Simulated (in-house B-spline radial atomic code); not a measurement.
# PBEsol excitations of Rb+

Method: PBEsol. Computed with an all-electron radial atomic-structure program (B-spline basis): linear response of the closed shell [Ar] 3d10 4s2 4p6 with the functional's adiabatic kernel; scalar-relativistic (spin-free one-electron X2C), finite nucleus, no spin-orbit coupling, no double excitations, S, P, D and F terms only; shells from n = 2 respond. Only terms of natural parity with L up to 3 were computed.

Command:
```bash
python run_td.py task.json out
```
Settings (radii: box in bohr, nucleus in fm):
```
Z                        37
electrons                36
configuration            [Ar] 3d10 4s2 4p6
hamiltonian              x2c
method                   pbesol
box_radius               41.61
rms_radius               4.2036
intervals                75
```

Time taken, with all properties: 2.8 s on 1 thread of Arm Neoverse N1 (shared host).

The lowest states, in the order of their Tamm-Dancoff energies; the method's threshold (minus the highest occupied level) is 21.637 eV. Labels give the largest channel, * marks a mixed state, and oscillator strengths are full-response dipole values. Semilocal kernels can invert the small singlet-triplet splittings of Rydberg terms. Energies in eV:

| state | full response | Tamm-Dancoff | oscillator strength |
| --- | --- | --- | --- |
| 4p → 5s 3P | 15.482 | 15.493 | - |
| 4p → 5s 1P | 15.800 | 15.808 | 0.409 |
| 4p → 4d 3P | 17.101 | 17.142 | - |
| 4p → 4d 3F | ? | ? | - |
| 4p → 5p 3S | 17.763 | 17.775 | - |
| 4p → 5p 3D | 17.972 | 17.976 | - |
| 4p → 4d 1F | 18.042 | 18.051 | - |
| 4p → 5p 1D | 18.083 | 18.087 | - |
| 4p → 5p 1S | ? | ? | - |
| 4p → 4d 1P | 19.357 | 19.457 | 1.09 |

Problem. Where does 4p → 4d 3F lie?

Solution. At 17.272 eV in full response, 17.316 eV in Tamm-Dancoff.

Problem. Where does 4p → 5p 1S lie?

Solution. At 18.643 eV in full response, 18.699 eV in Tamm-Dancoff.

Problem. How large is the singlet-triplet splitting of 4p → 5s (P terms) in Tamm-Dancoff?

Solution. 0.316 eV, from the unrounded values.

Problem. What polarisabilities and dispersion coefficient does the method give?

Solution. Dipole 9.464 bohr³, quadrupole 38.4 bohr⁵, C6 57.71 hartree·bohr⁶ for two such species.
